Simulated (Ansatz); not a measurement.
Reaction (SMILES): P#N (N-P) + H+ → P#[NH+]
B3LYP-D3(BJ)/def2-TZVP geometries, fixed; electronic energies without zero-point terms; positive where energy is released.
Largest species:
```xyz
3

N      0.0000     0.0000    -0.9047
P      0.0000     0.0000     0.5502
H      0.0000     0.0000    -1.9194
```
Charge +1, spin multiplicity 1.

The proton affinity at CCSD(T) with Ansatz (a program for electronic structure), in kcal/mol, split into its Hartree-Fock and correlation parts. Cores are frozen. A restricted Hartree-Fock determinant is unstable towards unrestricted orbitals. The proton sits at the site shown, which need not be the one that binds it best. No added dispersion term, no relativity. Functions are those of the species that has most.

| basis | X | functions | Hartree-Fock | CCSD(T) |
|---|---|---|---|---|
| aug-cc-pV(D+d)Z | 2 | 64 | 200.74 | 193.01 |
| aug-cc-pV(T+d)Z | 3 | 124 | 204.56 | 195.54 |
| aug-cc-pV(Q+d)Z | 4 | 215 | 204.89 | 195.62 |

Worked estimate of the basis-set limit from each neighbouring pair, with Hartree-Fock from the larger set and the correlation part extrapolated as X^-3.
Correlation parts: X = 2: -7.73, X = 3: -9.02, X = 4: -9.27.
- (2,3): (27·(-9.02) - 8·(-7.73))/19 = -9.56; with Hartree-Fock 204.56 the estimate is 195.00 kcal/mol.
- (3,4): (64·(-9.27) - 27·(-9.02))/37 = -9.45; with Hartree-Fock 204.89 the estimate is 195.44 kcal/mol.
The last two estimates differ by 0.44 kcal/mol; the largest set lies 0.18 from the last. Over the last step Hartree-Fock moves by 0.33 and the correlation part by -0.25.
